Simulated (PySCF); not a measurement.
Species: C₅H₉FN₃ (charge +1).
SMILES with atom numbers: `[CH3:1][c:2]1[c:3]([F:4])[n:5]([CH3:6])[n:7][n+:8]1[CH3:9]` (hydrogens: H10, H11, H12 on C1; H13, H14, H15 on C6; H16, H17, H18 on C9)

Structure used (PBE0-D3(BJ)/def2-SVP), in Å, numbered top down from 1:
```
atom  x, y, z in Å
C1    -1.8220    1.4795    0.0454
C2    -0.5901    0.6615    0.0068
C3     0.7390    1.0106   -0.0998
F4     1.2991    2.1699   -0.1969
N5     1.4576   -0.1367   -0.0856
C6     2.9020   -0.2860   -0.1795
N7     0.6771   -1.1774    0.0214
N8    -0.5328   -0.6996    0.0755
C9    -1.6576   -1.6107    0.1998
H10   -1.5597    2.5439    0.0009
H11   -2.3880    1.3042    0.9729
H12   -2.4779    1.2525   -0.8090
H13    3.3458    0.7155   -0.2063
H14    3.2628   -0.8357    0.6985
H15    3.1494   -0.8325   -1.0984
H16   -2.3323   -1.4794   -0.6564
H17   -2.1945   -1.4064    1.1357
H18   -1.2572   -2.6302    0.2109
```

Theory: PBE0-D3(BJ)/def2-SVP geometry optimisation, gas phase (PySCF).

Masses are those of the commonest isotopes; rigid-rotor values at the optimised geometry. 

(1) What are A, B and C (cm⁻¹)?

(2) What kind of rotor is it?

(3) Is it planar, by Δ = Ic − Ia − Ib?

(4) List the rotational levels J(Ka,Kc) to J = 4 (MHz).

(5) Predict some low-J microwave lines.

## Answers

(1) Ia = 206.97, Ib = 317.31, Ic = 514.54 u·Å²; 505379 MHz·u·Å²/I gives 2442, 1593 and 982.2 MHz, that is A = 0.08145, B = 0.05313, C = 0.03276 cm⁻¹.

(2) An asymmetric top; Ray's κ = -0.164.

(3) Not planar: Δ = Ic − Ia − Ib = -9.74 u·Å². For a rigid frame Δ = −2 Σ m c², so Σ m c² = 4.87 u·Å² lies off the ab plane, practically all of it from hydrogen. The atom farthest from that plane is 0.93 Å away.

(4) Above 0(0,0):
J = 1: 1(0,1) 2575, 1(1,1) 3424, 1(1,0) 4034
J = 2: 2(0,2) 7494, 2(1,2) 7963, 2(1,1) 9795, 2(2,1) 12342, 2(2,0) 12573
J = 3: 3(0,3) 14453, 3(1,3) 14647, 3(1,2) 18251, 3(2,2) 20067, 3(2,1) 21063, 3(3,1) 25963, 3(3,0) 26023
J = 4: 4(0,4) 23324, 4(1,4) 23390, 4(1,3) 29119, 4(2,3) 30180, 4(2,2) 32592, 4(3,2) 36599, 4(3,1) 36974, 4(4,1) 44405, 4(4,0) 44417

(5) The dipole components (about the centre of mass, as the species is charged) are |μa| = 1.55 D, |μb| = 0.83 D, |μc| = 0.01 D. Intensities carry the squares of the components, which stand as 1.00 : 0.29 : 0.00 (a : b : c). Some of the stronger lines:

```
type  branch         J(Ka,Kc)    MHz  lower level (cm⁻¹)
   a       Q  2(1,1) ← 2(1,2)   1831               0.266
   a       Q  3(1,2) ← 3(1,3)   3604               0.489
   b       Q  2(2,1) ← 2(1,2)   4379               0.266
   a       R  2(1,2) ← 1(1,1)   4539               0.114
   b       R  3(0,3) ← 2(1,2)   6490               0.266
   a       R  3(1,3) ← 2(1,2)   6684               0.266
   a       R  3(2,1) ← 2(2,0)   8490               0.419
   b       R  2(2,0) ← 1(1,1)   9149               0.114
   b       R  3(2,1) ← 2(1,2)  13099               0.266
   b       R  3(3,1) ← 2(2,0)  13391               0.419
   b       R  3(3,0) ← 2(2,1)  13681               0.412
```

Not checked by PBE0-D3(BJ)/def2-SVP frequencies. Constants of a rigid frame at the computed geometry: no zero-point averaging, no centrifugal distortion. A rigid rotor knows nothing of internal rotation, which can split or shift real lines. Quadrupole hyperfine structure (14N) is left out.
